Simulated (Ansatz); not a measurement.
Energy profile

The step: GaH₃ + HBr → GaH₂Br ([GaH2][Br]) + H₂; bonds formed: H2–H5; dative contacts that become bonds: Ga1–Br6; bonds broken: Ga1–H2, H5–Br6 (atoms numbered as in the saddle structure below).

```
atom    x (Å)    y (Å)    z (Å)
 Ga1  -0.5143  -0.4421  -0.3157
  H2   0.5885   0.5262  -1.0777
  H3  -0.0605  -1.9237  -0.2105
  H4  -1.9159   0.2130  -0.1802
  H5   0.9659   0.8372   0.1071
 Br6   0.9363   0.7893   1.6770
```

Electronic energies by CCSD(T) at an estimated basis limit (MP2 extrapolated from triple and quadruple zeta, plus CCSD(T) − MP2 in triple zeta), on PBE0-D4/def2-TZVP structures; GaH$_{4}$Br, singlet; no counterpoise correction. Computed with Ansatz 0.2.0 (basis: def2-TZVPP and def2-QZVPP); correlated methods freeze the cores. Filled d shells of the heavier atoms are correlated. The def2 sets are not built for correlating such inner shells, so the correlated values are less sure here. Extrapolation: Hartree–Fock as exp(−7.88 √X), correlation as X^−2.97.

(1) Give the profile in kJ/mol, counted from the separated reactants. (Judge from chemistry; the value comes from the calculation.)

T1 diagnostic: at most 0.013. The start structure is not quite a true minimum (one mode of 49i cm⁻¹).

## Answers

(1) Computed:
| point | kJ/mol |
| --- | --- |
| separated: GaH$_{3}$ (Ga1, H2, H3, H4; singlet) + HBr (H5, Br6; singlet) | 0.0 |
| start structure | -26.6 |
| saddle | 0.5 |
| end structure | -133.0 |
| separated: GaH$_{2}$Br (linked as [GaH2][Br]; Ga1, H3, H4, Br6; singlet) + H$_{2}$ (H2, H5; singlet) | -126.4 |

For scale, one of the runs: CCSD(T)/def2-TZVPP, 152 basis functions, launched by `ansatz run in.yaml --threads 2 --pin off --events-out ev --progress --plain --max-ram 4352MiB`. Time: 37 s of wall clock on 2 CPU threads of an Arm Neoverse V1; the host was shared. Peak host memory: 1 GiB.
